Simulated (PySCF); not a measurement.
# Zr (zirconium, neutral) across methods

[Kr] 4d3 5s1, high-spin 5F determinant (an excited configuration). Calculation: PySCF 2.14, in ANO-RCC-VTZP (7s6p4d2f1g, 68 functions); scalar relativity by spin-free X2C-1e.

```tsv
method	E (hartree)	mean ε 4p β (eV)	mean ε 5s α (eV)	mean ε 4d α (eV)	Σ⟨r²⟩ (bohr²)	⟨S²⟩
revPBE	-3597.97	-29.097	-4.106	-2.931	59.91	6.001
PW91	-3598.42	-29.197	-4.220	-2.984	59.85	6.001
UHF	-3596.08743	-36.316	-5.887	-6.587	60.59	6.007
PBE0	-3597.83	-31.164	-4.677	-3.944	59.63	6.002
TPSSh	-3598.00	-30.149	-4.290	-3.346	59.88	6.001
PBE	-3597.76	-29.125	-4.161	-2.941	59.95	6.001
r2SCAN	-3598.14	-29.771	-4.325	-3.181	59.57	6.003
LDA	-3593.68	-29.393	-4.371	-2.958	59.97	6.001
```
